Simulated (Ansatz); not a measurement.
`BC(C)(C)C` + `N=CF` → `BN=CF` + `CC(C)C` at 700 K and 1 bar (ligand exchange at a B–C bond).

Calculated with Ansatz (gas phase, PBE0-D4/def2-TZVP geometries, no zero-point term in ΔE). CCSD(T)/CBS adds triple-zeta CCSD(T) − MP2 to the extrapolated MP2 energy (def2 sets, frozen cores). This one scheme is used for every species. Each species was taken in one conformer, which may not be the lowest.

```json
{"species": "`BC(C)(C)C`", "CCSD(T)/CBS energy (Eh)": "-183.61206", "H − E (kJ/mol)": "464.1", "S (J/(mol·K))": "480.0"}
{"species": "`N=CF`", "CCSD(T)/CBS energy (Eh)": "-193.72220", "H − E (kJ/mol)": "122.2", "S (J/(mol·K))": "297.1"}
{"species": "`BN=CF`", "CCSD(T)/CBS energy (Eh)": "-219.13545", "H − E (kJ/mol)": "167.9", "S (J/(mol·K))": "359.5"}
{"species": "`CC(C)C`", "CCSD(T)/CBS energy (Eh)": "-158.24397", "H − E (kJ/mol)": "420.1", "S (J/(mol·K))": "408.8"}
```

H − E and S are ideal-gas, rigid-rotor, harmonic terms from PBE0-D4/def2-TZVP, for one conformer and one mirror image of each species. 1 Eh = 2625.50 kJ/mol, R = 8.31446 J/(mol·K).

By hand: ΔE, ΔH, ΔS and ΔG.

ΔE = (-219.13545) + (-158.24397) − (-183.61206) − (-193.72220) = -0.04516 Eh = -118.6 kJ/mol. Δ(H − E) = 167.9 + 420.1 − 464.1 − 122.2 = 1.7, so ΔH = -116.9 kJ/mol. ΔS = 359.5 + 408.8 − 480.0 − 297.1 = -8.8 J/(mol·K). ΔG = -116.9 − 700 × (-8.8)/1000 = -110.7 kJ/mol.

By hand: the equilibrium constant, and the temperature at which ΔG would vanish if ΔH and ΔS stayed fixed.

log₁₀ K = −ΔG/(RT ln 10) = 8.3. ΔG = 0 at ΔH/ΔS = 13284 K, far beyond where these terms or the molecules hold.

The number of gas molecules stays the same, so ΔS is small and ΔH decides. A doubt of 5 kJ/mol in ΔE shifts log₁₀ K by 0.4 here. Other conformers and mirror images would add mixing entropy, several J/(mol·K) or more a flexible species. These are equilibria of isolated gas molecules and say nothing of rates. Largest T1 diagnostic: 0.015 (customary marks: 0.02 for closed shells, 0.045 for open ones).
